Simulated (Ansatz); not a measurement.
Cost and result for the atomization energy of C$_{3}$H$_{9}$BSi, SMILES `C[SiH]1BCC1` (14 atoms, 14 bonds).

Cartesian coordinates in Å:
```
C -0.308 -1.812 0.959
Si 0.106 0.022 0.971
B 1.503 0.618 -0.368
C 0.299 0.940 -1.326
C -0.881 1.027 -0.316
H -1.291 -1.984 1.404
H -0.322 -2.204 -0.060
H 0.428 -2.382 1.532
H 0.067 0.511 2.384
H 2.672 0.790 -0.543
H 0.205 0.005 -1.911
H 0.379 1.738 -2.071
H -1.846 0.671 -0.680
H -1.011 2.057 0.027
```

Charge 0, multiplicity 1. Geometry: relaxed with PBE0-D4/def2-TZVP. Program: Ansatz. All runs use 4 threads of an Arm Neoverse V1 on a shared host. Times are those of one run each, without the atoms' runs, and a repeat can differ threefold. Electronic energies, without spin–orbit coupling; frozen cores. CCSD(T)/CBS adds CCSD(T) − MP2 in def2-TZVPP to the MP2 limit, and its time is that of the two runs behind it. T1 = 0.011. B3LYP takes the VWN-RPA correlation (the form of Gaussian; ORCA's B3LYP/G).

CCSD(T)/CBS is a level of theory with its own doubt, some kJ/mol a heavy atom from the limit and from the frozen cores, so smaller differences don't rank the functionals.

```csv
level,functions,wall time,atomization (kcal/mol),difference from CCSD(T)/CBS,per bond
PBE-D4/def2-TZVPP (with forces),292,3.6 s,1267.9,21.6,1.5
PBE0-D4/def2-TZVPP,292,4 s,1258.1,11.8,0.8
r2SCAN-D4/def2-TZVPP (with forces),292,6.5 s,1255.3,9.0,0.6
B3LYP-D4/def2-TZVPP (with forces),292,7 s,1250.1,3.8,0.3
B2PLYP/def2-TZVPP,292,8 s,1236.2,-10.1,-0.7
ωB97X-V/def2-TZVPP,292,11 s,1254.4,8.1,0.6
ωB97M-V/def2-TZVPP (with forces),292,16 s,1254.0,7.7,0.5
MP2/def2-QZVPP,568,35 s,1246.2,-0.1,0.0
CCSD(T)/def2-TZVPP,292,4.3 min,1219.4,-26.9,-1.9
CCSD(T)/CBS(def2),–,4.9 min,1246.3,0.0,0.0
```

In def2-TZVPP, CCSD(T) changes the Hartree–Fock value by +265.7 kcal/mol (the triples alone add +14.4 kcal/mol) and MP2 by +276.7 kcal/mol; breaking electron pairs costs correlation energy, which Hartree–Fock lacks. From PBE to PBE0 (25 % exact exchange), in def2-TZVPP and without D4, the atomization energy moves by −8.7 kcal/mol: exact exchange takes away binding that semilocal exchange gives to molecules. The D4 term adds +11.1 kcal/mol with B3LYP and +5.9 kcal/mol with PBE0; it sums over pairs of atoms, weighted by their polarisabilities, and B3LYP, whose exchange is more repulsive, gets the larger term.
